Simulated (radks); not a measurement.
Neutral nitrogen inside a hard spherical wall (all orbitals vanish at R), configuration held at [He] 2s2 2p3 and not refilled when levels cross. Method: non-relativistic Kohn-Sham, LDA (Slater exchange, VWN5 correlation), spin-polarised, spherical densities, point nucleus; open shells are filled with parallel spins first; computed with a radial shooting solver on a logarithmic mesh with Libxc functionals. Eigenvalues in eV for spin up, with the zero of energy where the potential of the charges vanishes at infinity; a dash marks a level that is unbound or too diffuse for the functional's potential to be trusted. A positive occupied level is held by the wall or, in an anion where self-interaction has pushed it up, behind a barrier. The pressure on the wall is -dE/dV.

R (bohr)  E (hartree)  kinetic (hartree)    e(1s)    e(2s)   e(2p)  e(3s, empty)  e(3p, empty)  pressure (GPa)
free        -54.13680             53.861  -380.84  -19.613  -8.404        -0.144             -               0
20          -54.13680             53.861  -380.84  -19.613  -8.404        -0.116         0.534        < 0.0001
12          -54.13680             53.861  -380.84  -19.613  -8.404         0.117         1.291        < 0.0001
8           -54.13673             53.862  -380.83  -19.605  -8.396         1.111         3.086         0.00418
4           -54.08510             54.168  -378.39  -18.089  -6.650        15.288        19.454            13.2
3           -53.82188             55.308  -371.72  -13.768  -1.703        39.803        43.002             154
2           -51.85055             61.259  -346.90    7.423  20.023        134.85        124.78            2840
